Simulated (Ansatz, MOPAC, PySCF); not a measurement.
Pair of molecules: H2S (SMILES S) (first 3 atoms) with HI (SMILES I); geometry from B3LYP-D3(BJ)/def2-TZVP, rigid monomers moved along the line of their centres of mass till S1···H5 is 2.85 Å.
(charge 0, multiplicity 1):
```xyz
5

S     -0.0946     0.0723     0.1021
H      0.0562     1.4018     0.2197
H     -1.3905     0.1264     0.4512
I      0.8665    -0.2301     4.4673
H      0.5888    -0.2059     2.8578
```

Counterpoise-corrected where a basis set is named; no monomer relaxation.

The state reached by AM1 isn't checked.

Programs: Ansatz (Gaussian basis) for Hartree–Fock, density functionals and correlated methods; MOPAC for AM1 (differences of heats of formation); PySCF for the dispersion terms. Each number belongs to the level named beside it. In def2 rows elements past Kr take small-core potentials, without spin–orbit coupling.

Problem. One of these levels gives -1.19 kcal/mol for the interaction energy. Which?
A) HF/def2-QZVPPD
B) AM1
C) PBE/def2-TZVPPD
D) PBE0-D3(BJ)/def2-TZVPPD

Solution. B, AM1. The others give -0.43 (HF/def2-QZVPPD), -2.32 (PBE/def2-TZVPPD), -2.77 (PBE0-D3(BJ)/def2-TZVPPD)

Ansatz is a program for electronic structure.
